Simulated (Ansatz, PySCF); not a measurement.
Noncovalent pair: CH4O (SMILES CO) (first 6 atoms) with H4OSi (SMILES O[SiH3]); geometry from B3LYP-D3(BJ)/def2-TZVP, rigid monomers moved along the line of their centres of mass till O2···H9 is 2.06 Å.
(charge 0, multiplicity 1):
```xyz
12

C     -0.0629     0.0915     0.1839
O     -0.9976     0.3478     1.2362
H     -0.1007    -0.9507    -0.1428
H      0.9253     0.2959     0.5903
H     -0.2389     0.7514    -0.6690
H     -1.8898     0.1680     0.9225
O      0.0340    -1.0841     3.6955
Si     1.1285    -0.2899     4.6245
H     -0.3869    -0.5932     2.9658
H      2.2187     0.3070     3.8059
H      1.7110    -1.2839     5.5516
H      0.5156     0.8093     5.4144
```

Interaction energies are E(AB) − E(A) − E(B) at the monomers' geometry in the complex; basis-set methods are counterpoise corrected.

Correlated levels freeze the cores.

Programs: Ansatz (Gaussian basis) for Hartree–Fock, density functionals and correlated methods; PySCF for the dispersion terms. Values without a source in brackets are computed.

PBE/def2-TZVPPD gives -25.7 kJ/mol for the interaction energy.

Problem. Where do these levels fall relative to PBE: PBE-D3(BJ)/def2-TZVPPD, r2SCAN/def2-TZVPPD, PBE0/def2-TZVPPD, wB97M-V/def2-TZVPPD, MP2/aug-cc-pV(D+d)Z, CCSD(T)/aug-cc-pV(D+d)Z.

Solution. PBE-D3(BJ)/def2-TZVPPD -3.8; r2SCAN/def2-TZVPPD -1.6; PBE0/def2-TZVPPD 0.2; wB97M-V/def2-TZVPPD -2.5; MP2/aug-cc-pV(D+d)Z -0.9; CCSD(T)/aug-cc-pV(D+d)Z -0.8 kJ/mol. 1 of 6 lie above PBE; the widest gap is to PBE-D3(BJ)/def2-TZVPPD.

Ansatz is a quantum-chemistry and plane-wave program.
